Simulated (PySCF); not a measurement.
Members of one family of related compounds. Computed, not measured: PySCF 2.14.0, density-fitted response routines, TDDFT wB97X-D/def2-SVPD, vertical, gas phase, core orbitals frozen in the response. Geometries: GFN2-xTB; one conformer of each isolated species. Triplets are in the Tamm–Dancoff approximation.

Question: Rank by computed S1–T1 gap, lowest first.
A. `C=CC(=C)C(C)=S`
B. `C=CC(=C)O[SiH3]`
C. `[H]/N=C/C(=C)C=C`
D. `C=CC(C=O)=C`
E. `C=CC(=C)CF`

Answer: A (0.41 eV), D (0.73 eV), C (1.58 eV), B (2.37 eV), E (2.57 eV).

```csv
SMILES,S1−T1 (eV),S1 (eV),T1 (eV),S1 mainly,T1 mainly,f(S1)
C=CC(=C)C(C)=S,0.41,2.19,1.78,H→L (93%),H→L (92%),0.000
C=CC(=C)C=O,0.73,3.66,2.94,H-1→L (87%),H→L (86%),0.000
[H]/N=C/C(=C)C=C,1.58,4.48,2.90,H-1→L (87%),H→L (89%),0.001
C=CC(=C)O[SiH3],2.37,5.77,3.39,H→L (97%),H→L (92%),0.487
C=CC(=C)CF,2.57,5.98,3.41,H→L (98%),H→L (94%),0.638
```

H and L stand for HOMO and LUMO. For `C=CC(=C)C=O` and `[H]/N=C/C(=C)C=C` the leading configurations of S1 and T1 differ. Singlets come from full response and triplets from the Tamm–Dancoff approximation.
